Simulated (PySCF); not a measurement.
**Diatomics of F with the alkali metals**

PBE0 with double-zeta basis sets in PySCF, for the lowest determinant that a PBE0 search found; no spin–orbit coupling. De refers to high-spin ground-configuration atoms. A positive dipole means M(−)F(+).

```tsv
M	basis	state (unpaired electrons)	Re (Å)	ωe (cm⁻¹)	De (eV)	μ (D)
Li	cc-pVDZ	singlet (closed shell)	1.578	982	5.56	-6.15
Na	def2-SVPD	singlet (closed shell)	1.940	531	4.77	-8.27
K	x2c-SVPall	singlet (closed shell)	2.138	493	4.43	-7.76
Rb	def2-SVP	singlet (closed shell)	2.300	398	4.33	-8.42
Cs	def2-SVP	singlet (closed shell)	2.393	376	4.63	-7.69
```

The shortest bond is that of LiF (1.578 Å), the longest that of CsF (2.393 Å).

The rows differ in basis set, which adds steps of its own.

Down a group the atoms grow and get heavier, so bonds lengthen and wavenumbers fall; this series shows no clear exception.

Spin–orbit coupling is left out, which matters for elements this heavy, above all for dissociation energies.
